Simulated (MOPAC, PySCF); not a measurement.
H2Cl2Si, SMILES `Cl[SiH2]Cl`, neutral singlet in the gas phase. 

Cartesian coordinates (Å):
```xyz
5

Cl     1.6796     1.0181     0.0918
Si    -0.0009    -0.1404     0.0012
Cl    -1.6660     1.0385    -0.1099
H      0.0674    -0.9694    -1.2159
H     -0.0801    -0.9469     1.2327
```
Charge 0, spin multiplicity 1.

All levels are single points at this geometry (r2SCAN-D4/def2-TZVP); Pople sets use spherical d functions. Orbital energies aren't observables, and empty levels follow the basis.

HF/STO-3G in PySCF gives HOMO (eV) = -10.70.

Question: Estimate the HOMO (eV) from each of these levels: PBE-D3(BJ)/def2-TZVP in PySCF; r2SCAN-D4/def2-TZVP in PySCF; B3LYP/3-21G in PySCF; B3LYP/6-31G* in PySCF; B3LYP/LANL2DZ in PySCF; M06-2X/6-31G* in PySCF; PBE/6-31G* in PySCF; SVWN5/6-31G* in PySCF; HF/3-21G in PySCF; HF/6-31G* in PySCF; AM1 in MOPAC; PM7 in MOPAC.

Answer: 
```tsv
level	HOMO (eV)
PBE-D3(BJ)/def2-TZVP in PySCF	-7.73
r2SCAN-D4/def2-TZVP in PySCF	-8.09
B3LYP/3-21G in PySCF	-9.03
B3LYP/6-31G* in PySCF	-8.86
B3LYP/LANL2DZ in PySCF	-9.03
M06-2X/6-31G* in PySCF	-10.42
PBE/6-31G* in PySCF	-7.73
SVWN5/6-31G* in PySCF	-7.78
HF/3-21G in PySCF	-12.66
HF/6-31G* in PySCF	-12.47
AM1 in MOPAC	-11.55
PM7 in MOPAC	-11.75
```
